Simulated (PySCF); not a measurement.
Species: C₃H₈NSSi (doublet state).
Z-matrix (Å and degrees, GFN2-xTB geometry), rows numbered from 1:
```
C 
C   1  1.3191
C   2  1.5027  1  123.83
N   3  1.4013  2  111.63  1  -141.63
Si  4  1.6632  3  136.83  2   141.88
S   5  2.2187  4   98.11  3   -97.95
H   1  1.0766  2  121.96  3   179.11
H   1  1.0782  2  121.79  3    -0.75
H   2  1.0803  1  121.59  3  -178.64
H   3  1.0997  2  110.79  1   -12.81
H   3  1.1064  2  107.00  1   102.29
H   5  1.4527  4  108.16  3   153.16
H   5  1.4579  4  126.99  3    11.70
H   6  1.3219  5   95.64  4   -60.50
```

The hyperfine couplings belong to this conformer and change with its torsions.

As a line formula: `C=CC[N][SiH2]S` [radical].

Theory: UKS B3LYP, pcH-1 on C H N S Si, non-relativistic, mean-field spin-orbit, GIAO in PySCF. Isolated species at its GFN2-xTB geometry (one conformer only). A GFN2-xTB geometry isn't a minimum of the functional, and hyperfine couplings can be far from their values at a DFT geometry. Stability of the SCF solution: not tested.

Problem. Where do the isotropic ENDOR lines of N4, H10/H11, H12/H13, H7, H14, H8 and H9 fall at 335.1 mT, to first order?

Solution. ν± = |νn ± a/2|, one line for each electron-spin manifold; νn = |g_N| × 7.62259 MHz/T × B.

```tsv
nuclei	isotope	g_N	νn (MHz)	a_iso (MHz)	lower line (MHz)	upper line (MHz)
N4	14N	0.4038	1.03	28.58	13.26	15.32
H10/H11	1H	5.5857	14.27	124.61	48.04	76.57
H12/H13	1H	5.5857	14.27	9.36	9.59	18.95
H7	1H	5.5857	14.27	5.47	11.53	17.00
H14	1H	5.5857	14.27	-4.03	12.25	16.28
H8	1H	5.5857	14.27	2.45	13.04	15.49
H9	1H	5.5857	14.27	-2.15	13.19	15.34
```

Problem. Which pairs are centred on the nuclear Larmor frequency, and which on half the coupling?

Solution. Centred on νn, since |a| < 2νn: H12/H13, H7, H14, H8 and H9. Centred on |a|/2 and split by 2νn: N4 and H10/H11.

Problem. At what field would the lower line of H10/H11 fall to zero frequency?

Solution. Where νn = |a|/2, that is B = 62.30 MHz/(5.5857 × 7.62259 MHz/T) = 1460 mT, as far as first order holds there.

Means are taken over nuclei equivalent by connectivity, which assumes that they swap fast. The 1H value of +124.6 MHz is a mean of couplings from 44.4 to 204.8 MHz in this one geometry, not an average over conformers. The 1H value of +9.4 MHz is a mean of couplings from -2.8 to 21.5 MHz in this one geometry, not an average over conformers.
